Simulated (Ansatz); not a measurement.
One change: `CO[Si]O` becomes `CO[Si]Br`.

Ansatz, PBE0-D4/def2-TZVP geometries, multiplicity 1. Each molecule was computed in one conformer, which needn't be the lowest.

Scalar relativity is left out up to krypton. Spin–orbit coupling is left out; it splits and shifts lone-pair levels of the heavy atoms by tenths of an eV.

```csv
property,`CO[Si]O`
size of the dipole moment (PBE/def2-TZVPP) / D,2.06
LUMO energy (B3LYP/def2-TZVPP) / eV,-1.25
zero-point energy (PBE0-D4/def2-TZVP) / kJ/mol,148.5
HOMO energy (PBE0/def2-TZVPP) / eV,-7.02
size of the dipole moment (ωB97M-V/def2-TZVPP) / D,2.02
HOMO energy (PBE/def2-TZVPP) / eV,-5.86
```

Give the same properties after the change, and the shifts. (Estimate.)

Ansatz gave: 
| property | `CO[Si]Br` | shift |
| --- | --- | --- |
| size of the dipole moment (PBE/def2-TZVPP) / D | 1.96 | -0.10 |
| LUMO energy (B3LYP/def2-TZVPP) / eV | -2.16 | -0.91 |
| zero-point energy (PBE0-D4/def2-TZVP) / kJ/mol | 114.7 | -33.8 |
| HOMO energy (PBE0/def2-TZVPP) / eV | -7.32 | -0.30 |
| size of the dipole moment (ωB97M-V/def2-TZVPP) / D | 1.96 | -0.06 |
| HOMO energy (PBE/def2-TZVPP) / eV | -6.25 | -0.39 |

With PBE0 the HOMO falls by 0.30 eV and the LUMO falls by 0.93 eV, so the gap narrows by about 0.63 eV. PBE moves the HOMO by -0.39 eV and ωB97M-V by -0.17 eV. The zero-point energy changes by -33.8 kJ/mol with -3 modes. Dipoles are sizes alone; their direction can turn.

B3LYP here is the variant with VWN-RPA as its local correlation; programs differ in this.
